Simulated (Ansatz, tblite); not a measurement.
Removing and adding an electron: Ge(NCO)Me3 (C₄H₉GeNO). The state is a singlet with charge 0. Geometry: PBE0-D4/def2-SVP. Ansatz, gas phase; energy differences of separate SCF runs; the oxidised species was run as a doublet alone; the reduced species was run as a doublet alone.

```xyz
16

Ge   -0.038    0.072    0.057
N     0.609   -1.364   -0.887
C     1.047   -2.264   -1.538
O     1.474   -3.154   -2.173
C    -0.563   -0.617    1.796
H    -0.960    0.192    2.427
H     0.302   -1.066    2.306
H    -1.340   -1.387    1.684
C    -1.547    0.756   -0.959
H    -1.995    1.620   -0.445
H    -2.316   -0.022   -1.071
H    -1.222    1.074   -1.960
C     1.422    1.351    0.174
H     1.742    1.658   -0.832
H     2.281    0.903    0.693
H     1.104    2.246    0.729
```

The xTB rows come from tblite. Correlated methods freeze 15 core orbitals; core or outer-core shells of Ge are correlated, in sets that lack core-valence functions.

Question: Estimate orbital energies and vertical ionisation energies and electron affinities at: GFN1-xTB; GFN2-xTB; PBE-D4/def2-TZVPD; PBE0-D4/def2-TZVP; PBE0-D4/def2-TZVPD; PBE-QIDH/def2-TZVP; PBE-QIDH/def2-TZVPD.

Answer: 
```json
{"level": "GFN1-xTB", "−HOMO (eV)": "11.97", "vertical IE (eV)": "14.50", "−LUMO (eV)": "5.23", "vertical EA (eV)": "2.46", "HOMO–LUMO gap (eV)": "6.74", "IE − EA (eV)": "12.04", "remarks": "–"}
{"level": "GFN2-xTB", "−HOMO (eV)": "11.13", "vertical IE (eV)": "13.73", "−LUMO (eV)": "4.70", "vertical EA (eV)": "1.07", "HOMO–LUMO gap (eV)": "6.43", "IE − EA (eV)": "12.66", "remarks": "–"}
{"level": "PBE-D4/def2-TZVPD", "−HOMO (eV)": "6.55", "vertical IE (eV)": "–", "−LUMO (eV)": "0.74", "vertical EA (eV)": "-0.60", "HOMO–LUMO gap (eV)": "5.81", "IE − EA (eV)": "–", "remarks": "HOMO above zero (-1 doublet)"}
{"level": "PBE0-D4/def2-TZVP", "−HOMO (eV)": "7.87", "vertical IE (eV)": "9.75", "−LUMO (eV)": "-0.59", "vertical EA (eV)": "–", "HOMO–LUMO gap (eV)": "8.45", "IE − EA (eV)": "–", "remarks": "–"}
{"level": "PBE0-D4/def2-TZVPD", "−HOMO (eV)": "7.89", "vertical IE (eV)": "–", "−LUMO (eV)": "0.13", "vertical EA (eV)": "-0.78", "HOMO–LUMO gap (eV)": "7.76", "IE − EA (eV)": "–", "remarks": "HOMO above zero (-1 doublet)"}
{"level": "PBE-QIDH/def2-TZVP", "−HOMO (eV)": "–", "vertical IE (eV)": "10.31", "−LUMO (eV)": "–", "vertical EA (eV)": "–", "HOMO–LUMO gap (eV)": "–", "IE − EA (eV)": "–", "remarks": "spin-contaminated (⟨S²⟩ 0.83) (+1 doublet)"}
{"level": "PBE-QIDH/def2-TZVPD", "−HOMO (eV)": "–", "vertical IE (eV)": "–", "−LUMO (eV)": "–", "vertical EA (eV)": "-0.95", "HOMO–LUMO gap (eV)": "–", "IE − EA (eV)": "–", "remarks": "–"}
```

Run but left out: PBE-D4/def2-TZVP (charge +1 doublet: an occupied level 0.07 eV above an empty one).   A HOMO above zero means that the electron is unbound at that level or that self-interaction error raises the level; the energy of removing that electron tells which. Raw xTB energy differences between charge states are shifted by several eV; the methods need an empirical correction for them. A negative affinity means that the extra electron isn't bound; its size then hangs on the basis.
